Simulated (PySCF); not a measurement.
# Telling isomers of C$_{5}$H$_{8}$N$_{2}$OSi apart by NMR

Level of theory: σ from GIAO-PBE0/pcSseg-1, GFN2-xTB geometry, in PySCF 2.14.0 with density-fitted response routines (relativity neglected, gas phase, one computed conformer, one averaged value for each set of equivalent atoms).

Shifts are taken against calculated references (same method and geometry level): $^{1}$H (σ = 31.72 ppm) and $^{13}$C (σ = 186.93 ppm) against TMS. Where no couplings were computed, multiplicities follow the n + 1 count of equivalent neighbours, and m marks all less simple cases (inequivalent or close neighbours, rings, F or P nearby). Shifts are as computed. Against solution values, carbons near 30 ppm lie about +3 ppm off and those near 130 ppm about +5 ppm. Of 1309 compounds with measured shifts, 239 miss one by over three times the rms of a fit or turn the order of signals round; such compounds aren't used in these exercises. OH and NH positions are gas-phase values without hydrogen bonding to other molecules.

(1) Tabulate the signals of `Nc1cccnc1O[SiH3]`, `C=CN([SiH2]C#N)C(C)=O`, `C=N[SiH2]O/C(C#N)=C/C`, `C=C[C@@H](N=C)O[SiH2]C#N` and their relative energies.

(2) What is the quickest way to tell C=CN([SiH2]C#N)C(C)=O from C=C[C@@H](N=C)O[SiH2]C#N?

(3) What is the quickest way to tell C=N[SiH2]O/C(C#N)=C/C from C=C[C@@H](N=C)O[SiH2]C#N?

(4) What is the quickest way to tell Nc1cccnc1O[SiH3] from C=CN([SiH2]C#N)C(C)=O?

## Answers

(1) 
```tsv
SMILES	carbon types	δC	δH	E rel. (kcal/mol)
Nc1cccnc1O[SiH3]	2×C 3×CH	155.2, 140.1, 137.1, 124.2, 123.1	7.78 (d, 1H), 7.09 (m, 1H), 6.97 (m, 1H), 5.05 (s, 3H), 3.64 (br s, 2H)	0.0
C=CN([SiH2]C#N)C(C)=O	2×C 1×CH 1×CH2 1×CH3	182.8, 138.2, 123.6, 110.1, 21.1	6.50 (m, 1H), 5.22 (m, 1H), 5.00 (m, 1H), 4.93 (s, 2H), 2.28 (s, 3H)	23.1
C=N[SiH2]O/C(C#N)=C/C	2×C 1×CH 1×CH2 1×CH3	180.0, 135.1, 131.4, 119.6, 17.2	9.01 (m, 1H), 8.99 (m, 1H), 6.32 (q, 1H), 5.38 (s, 2H), 2.10 (d, 3H)	41.0
C=C[C@@H](N=C)O[SiH2]C#N	1×C 2×CH 2×CH2	160.9, 149.1, 127.6, 122.1, 100.2	7.97 (d, 1H), 7.63 (d, 1H), 6.34 (m, 1H), 5.52 (m, 1H), 5.43 (m, 1H), 5.24 (d, 1H), 5.09 (d, 1H), 4.74 (d, 1H)	49.3
```

Energies are electronic energies at PBE0/pcSseg-1 on these geometries, without zero-point or thermal terms, each for the one conformer computed, which needn't be the lowest.

(2) Both give the same number of carbon signals, but DEPT or the intensities differ. The first has a methyl carbon α to a carbonyl (CH3) at 21.1 ppm, the second a C=N carbon (CH2) at 160.9 ppm. Their most deshielded carbons lie at 182.8 and 160.9 ppm. In the proton spectra the most deshielded non-exchanging signals are 6.50 (m, 1H) and 7.97 (d, 1H).

(3) Both give the same number of carbon signals, but DEPT or the intensities differ. The first has an allylic methyl carbon (CH3) at 17.2 ppm, the second a terminal =CH2 carbon at 122.1 ppm. Their most deshielded carbons lie at 180.0 and 160.9 ppm. In the proton spectra the most deshielded non-exchanging signals are 9.01 (m, 1H) and 7.97 (d, 1H).

(4) Both give the same number of carbon signals, but DEPT or the intensities differ. The first has an aromatic carbon bearing oxygen (C) at 155.2 ppm, the second a β carbon of an enol-ether or enamine type C=C (CH2) at 110.1 ppm. Their most deshielded carbons lie at 155.2 and 182.8 ppm. In the proton spectra the most deshielded non-exchanging signals are 7.78 (d, 1H) and 6.50 (m, 1H).
